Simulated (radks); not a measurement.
Fractional charge and spin in the 4d shell of palladium: the spin-up occupation runs from 4 to 5 and the spin-down occupation from 4 to 5; the fullest corner is Pd, [Kr] 4d(up 5, down 5). Method: scalar-relativistic Kohn-Sham, r2SCAN, spin-polarised, spherical densities, finite nucleus; meta-GGA in the generalised Kohn-Sham scheme; Fermi nuclear charge, rms radius of each element as measured or else 0.836 A^(1/3) + 0.57 fm; computed with a radial shooting solver on a logarithmic mesh with Libxc functionals. Energy (eV) above the fullest corner. The planes named below are the two flat planes that join the four corners, with an edge along up + down = one added electron.

down \ up       4     4.5      5
4          30.083  17.961  8.926
4.5        17.961   9.149  3.184
5           8.926   3.184  0.000

Corners above the fullest one (they belong to Pd+ and the next ion): (up 5, down 4) 8.926 eV, (up 4, down 5) 8.926 eV, (up 4, down 4) 30.083 eV. With half an added electron in each spin the energy lies 0.222 eV from the planes, and with half an added electron in spin up alone -1.544 eV. The planes are only a guide here: the flat-plane condition holds for ground states with one frontier orbital, while this shell is degenerate and averaged over m.
